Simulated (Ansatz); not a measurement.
Computed with Ansatz on PBE0-D4/def2-TZVP structures; ΔE is electronic, products minus reactants. CCSD(T)/CBS adds triple-zeta CCSD(T) − MP2 to the extrapolated MP2 energy (def2 sets, frozen cores). This one scheme is used for every species. Functionals use def2-TZVPP. HSE06 is defined as in plane-wave codes. Each species was taken in one conformer, which may not be the lowest.

`CC[SiH2]CC` + H₂O → `CC[SiH2]CO` + CH₄  (formal hydrolysis of a C–C bond)

(1) Is it downhill or uphill in electronic energy at CCSD(T)/CBS, and by how much? (Best estimate.)

(2) What do these levels give: HSE06-D4, revPBE, RPA@PBE/def2-TZVPP, CCSD/def2-SVP, HF/def2-TZVPP, CCSD(T)/def2-TZVPP? (Best estimate.)

Largest T1 diagnostic among the species: 0.010.

## Answers

(1) Ansatz gave: Uphill: ΔE = +15.0 kcal/mol.

(2) Computed: HSE06-D4 13.5, revPBE 11.0, RPA@PBE/def2-TZVPP 13.0, CCSD/def2-SVP 11.7, HF/def2-TZVPP 11.8, CCSD(T)/def2-TZVPP 14.1 kcal/mol.

From r2SCAN to r2SCAN0 (25 % exact exchange), in def2-TZVPP and without D4, ΔE moves by +1.2 kcal/mol. At CCSD(T), def2-SVP lies −3.4 kcal/mol from the extrapolated value and def2-TZVPP −0.9 kcal/mol. Leaving LDA and LC-ωPBE aside and taking each functional with its dispersion term where it has one, the values, not all of them listed here, spread over 3.6 kcal/mol, from BLYP-D4 to PBE-QIDH. LDA lies +1.1 kcal/mol from PBE without D4.
